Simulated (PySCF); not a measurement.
Geometry:
```tsv
atom	x (Å)	y (Å)	z (Å)
C1	2.519	0.268	-0.257
C2	1.999	-1.162	-0.162
C3	0.781	-1.246	0.751
C4	-0.355	-0.311	0.327
C5	0.195	1.123	0.211
C6	1.418	1.228	-0.693
C7	-1.535	-0.357	1.308
C8	-2.738	0.194	0.533
C9	-2.426	-0.078	-0.957
C10	-1.046	-0.751	-0.978
H11	2.897	0.580	0.734
H12	3.377	0.324	-0.947
H13	1.729	-1.521	-1.171
H14	2.792	-1.836	0.200
H15	0.403	-2.282	0.797
H16	1.085	-0.982	1.781
H17	-0.594	1.809	-0.138
H18	0.469	1.465	1.226
H19	1.132	1.005	-1.736
H20	1.792	2.265	-0.698
H21	-1.713	-1.409	1.591
H22	-1.328	0.194	2.239
H23	-3.680	-0.275	0.856
H24	-2.856	1.273	0.715
H25	-2.410	0.863	-1.528
H26	-3.189	-0.710	-1.435
H27	-1.156	-1.849	-0.960
H28	-0.471	-0.509	-1.883
```

Geometry: PBE0-D3(BJ)/def2-SVP; GIAO shifts from PySCF 2.14.0 with density-fitted response routines, gas phase, non-relativistic, averaged over equivalent atoms.

At PBE/pcSseg-1 (260 basis functions, 100 s wall time on 1 thread of an Arm Neoverse V1, shared host):
```
          atoms  δ (ppm)
             C4     46.7
         C7/C10     41.7
          C3/C5     40.2
             C1     31.3
          C2/C6     27.9
          C8/C9     25.2
H23/H24/H25/H26     1.70
H13/H14/H19/H20     1.48
        H11/H12     1.41
H21/H22/H27/H28     1.33
H15/H16/H17/H18     1.28
```

Referencing at the same level of theory: $^{13}$C (180.03 ppm) and $^{1}$H (31.20 ppm) against TMS.

**Question.** What do these become at PBE0/pcSseg-1?

**Answer.** 
```csv
atoms,δ at PBE0/pcSseg-1,change
C4,43.7,-3.0
C7/C10,40.0,-1.7
C3/C5,37.8,-2.4
C1,29.1,-2.2
C2/C6,25.8,-2.1
C8/C9,23.8,-1.4
H23/H24/H25/H26,1.61,-0.09
H13/H14/H19/H20,1.37,-0.11
H11/H12,1.32,-0.09
H21/H22/H27/H28,1.24,-0.09
H15/H16/H17/H18,1.15,-0.13
```

δ = σ(ref) − σ, references computed at the same level: $^{13}$C (σ = 184.41 ppm) and $^{1}$H (σ = 31.27 ppm) vs TMS.

The largest change is at C4 (quaternary sp3 carbon in a ring). Cost: 260 basis functions, 75 s wall time on 1 thread of an Arm Neoverse V1, shared host. The order of the carbon signals is the same at both levels.

The carbons averaged at δ 41.7 differ by 11 ppm in this conformer.
